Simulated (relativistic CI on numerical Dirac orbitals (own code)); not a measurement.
Nb3+: resonant inelastic scattering at the M2,3 edge

Computed with this model: Dirac-Coulomb-Breit CI, orbitals from a KLI potential per configuration, model QED (radiative potential, 1s self-energy scaled to tabulated hydrogen-like ionisation energies), valence Slater integrals scaled by 0.8, Kramers-Heisenberg scattering through one core-hole configuration in a parametric crystal field; configurations [Kr] 4d2 → [Ne] 3s2 3p5 3d10 4s2 4p6 4d3; 10 K; core-hole width 1.2 eV; summed over polarisations. Incident energies are the highest absorption maxima for each field (at most a few, so the weaker spin-orbit partner edge can be absent), on the computed scale of the free ion. Intensities are in per cent of the strongest line above 0.02 eV; levels within 1 cm⁻¹ are merged; final levels count from the ground level, the first row holds all elastic scattering, lines under 0.4 are left out and each table stops after 24 rows. The scale of the Slater integrals is a model choice and moves the terms in proportion.

Field parameters in Wybourne normalisation: Oh B⁴₀ = 21Dq, B⁴₄ = √(5/14) B⁴₀. The field is a parameter set, without covalency.

S is read from ⟨S²⟩ = S(S + 1).

Oh, 10Dq = 6000 cm⁻¹:

```
Final level (eV)  Degeneracy  Irrep     S  368.1 eV  384 eV
           0.000           2      E  1.00    4303.1   255.2
           0.013           3     T2  1.00     122.2    31.8
           0.121           3     T1  1.00      27.9     6.3
           0.178           1     A1  1.00      40.5    17.4
           0.687           3     T2  0.98      51.3    41.8
           0.691           1     A2  1.00       0.1    10.1
           0.752           3     T1  1.00      45.4     9.1
           0.761           2      E  1.00      70.4    18.3
           1.191           3     T2  0.10      86.9    42.8
           1.217           2      E  0.06     100.0    25.6
           1.477           3     T2  0.99      39.0     9.2
           1.692           1     A1  0.99      32.6    35.0
           1.737           3     T1  1.00      81.2    19.4
           1.806           3     T2  0.97      57.8     8.3
           1.814           2      E  0.98      48.8     7.6
           2.050           3     T2  0.09       2.8     6.8
           2.160           1     A1  0.02      16.3    20.1
           2.248           3     T1  0.00       4.6    12.3
           2.742           2      E  0.01       2.8     1.4
           4.626           1     A1  0.01       2.3     6.0
```

Oh, 10Dq = 13500 cm⁻¹:

```csv
Final level (eV),Degeneracy,Irrep,S,368 eV,383.9 eV
0.000,2,E,1.00,1491.4,145.6
0.006,3,T2,1.00,53.1,10.6
0.105,3,T1,1.00,13.9,4.2
0.153,1,A1,1.00,19.8,24.5
1.148,3,T2,0.09,6.1,17.2
1.186,2,E,0.02,40.9,13.4
1.556,1,A2,1.00,5.5,6.9
1.589,3,T2,0.97,100.0,15.4
1.612,3,T1,1.00,39.8,13.1
1.616,2,E,1.00,26.1,13.4
2.391,1,A1,0.32,23.5,24.9
2.558,3,T1,1.00,45.1,12.3
2.560,1,A1,0.85,0.2,1.8
2.609,3,T2,0.97,18.9,8.0
2.621,2,E,1.00,7.7,1.9
2.850,3,T2,0.13,1.7,3.6
3.113,3,T1,0.00,1.5,3.9
3.285,3,T2,0.98,1.8,1.0
6.084,1,A1,0.00,0.3,0.7
```

Oh, 10Dq = 21000 cm⁻¹:

```tsv
Final level (eV)	Degeneracy	Irrep	S	367.3 eV	368.6 eV	369.3 eV
0.000	2	E	1.00	744.0	803.1	745.6
0.003	3	T2	1.00	73.4	19.7	9.4
0.098	3	T1	1.00	34.8	4.0	13.6
0.142	1	A1	1.00	2.8	21.8	28.2
1.148	3	T2	0.01	13.4	21.1	14.8
1.166	2	E	0.01	27.2	11.0	7.0
2.456	1	A2	1.00	1.0	12.6	8.1
2.478	3	T2	1.00	21.5	100.0	53.9
2.511	3	T1	1.00	7.5	40.9	23.9
2.513	2	E	1.00	5.0	24.5	23.3
2.522	1	A1	0.02	8.4	54.8	28.8
3.416	1	A1	0.99	0.4	2.1	3.9
3.439	3	T1	1.00	7.5	47.0	65.4
3.483	3	T2	0.97	3.4	24.0	75.7
3.494	2	E	1.00	2.4	5.6	22.1
3.743	3	T2	0.08	0.7	1.2	1.1
4.013	3	T1	0.00	0.5	1.9	4.1
5.105	3	T2	1.00	0.2	0.8	1.5
```

For the first field the strongest loss at the lowest incident energy is the level at 1.22 eV (S = 0.06, against 1.00 in the thermal ground state). Levels of other spin, the first over 8 % at 1.19 eV, appear because spin-orbit coupling of the core hole, and in heavier ions of the valence shell too, mixes spins.
